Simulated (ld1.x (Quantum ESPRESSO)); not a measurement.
**Which change was made? (Cu, ultrasoft)**

Cu (Z = 29), ultrasoft, made with ld1.x (Quantum ESPRESSO) 7.5 (PBE, scalar-relativistic). Core [Ne], reference 3s2 3p6 3d10 4s0.5 4p0 (charge +0.5). Waves: 3s (bound): rcut 0.95, rcutus 1.00 bohr; 4s (bound): rcut 0.95, rcutus 1.00 bohr; 3p (bound): rcut 1.05, rcutus 1.20 bohr; 4p (bound, empty): rcut 1.05, rcutus 1.20 bohr; 3d (bound): rcut 1.10, rcutus 1.40 bohr; 3d channel at 0.7 Ry: rcut 1.10, rcutus 1.40 bohr. Local part: all-electron potential smoothed inside 1.10 bohr (lloc = -2). Core correction: Bessel-smoothed model core, default radius (core density twice the valence density). Augmentation charge: built from norm-conserving waves at rcut, not smoothed further.

Cutoffs, loose and tight: the cutoffs (Ry, on a coarse ladder) from which the occupation-weighted sum of valence levels, in a spherical-Bessel basis at the reference potential, stays within 10 and 1 mRy of its value at 400 Ry. They do not see the model core or the augmentation charge, which bear on the density cutoff. Test errors are all-electron minus pseudo excitation energies from the reference, over the configurations 3s2 3p6 3d10 4s1 4p0; 3s2 3p6 3d10 4s0 4p0; 3s2 3p6 3d9 4s0 4p0; 3s2 3p6 3d9 4s1 4p1; 3s2 3p6 3d9 4s2 4p0; 3s2 3p5 3d10 4s1 4p0; 3s2 3p6 3d8 4s0 4p0; variants that change the core or the reference have their own tests. The largest error is taken over the tests solved by every variant that gives reliable tests at all, those not shown here included: 3s2 3p5 3d10 4s1 4p0; 3s2 3p6 3d10 4s1 4p0; 3s2 3p6 3d8 4s0 4p0; 3s2 3p6 3d9 4s1 4p1; 3s2 3p6 3d9 4s2 4p0.

The base gives: outcome: generated, misses its reference levels by 1.40 eV; bound ghosts: not determined; largest test error (meV): -2813.

Q: After one change the result is: outcome: generated, misses its reference levels by 0.91 eV; bound ghosts: not determined; largest test error (meV): +1413. Which change was it?
A. waves 3s (bound): rcut 0.95, rcutus 1.16 bohr; 4s (bound): rcut 0.95, rcutus 1.16 bohr
B. reference 3s2 3p6 3d10 4s1 4p0
C. core correction Bessel-smoothed model core inside 0.96 bohr
D. local potential all-electron potential smoothed inside 1.30 bohr (lloc = -1)
E. type PAW; local potential all-electron potential smoothed inside 0.80 bohr (lloc = -1); augmentation BESSEL, radius 0.75 bohr

A: B. The others give: waves 3s (bound): rcut 0.95, rcutus 1.16 bohr; 4s (bound): rcut 0.95, rcutus 1.16 bohr → outcome: generated, misses its reference levels by 1.44 eV; bound ghosts: not determined; largest test error (meV): -2851 | local potential all-electron potential smoothed inside 1.30 bohr (lloc = -1) → outcome: generated, misses its reference levels by 1.43 eV; bound ghosts: not determined; largest test error (meV): -2833 | core correction Bessel-smoothed model core inside 0.96 bohr → outcome: generated, misses its reference levels by 1.56 eV; bound ghosts: not determined; largest test error (meV): -2896 | type PAW; local potential all-electron potential smoothed inside 0.80 bohr (lloc = -1); augmentation BESSEL, radius 0.75 bohr → outcome: generated, overlap not positive; bound ghosts: not determined (overlap not positive); largest test error (meV): -29. A file whose overlap is not positive is unfit for use, and its test errors describe a broken file.
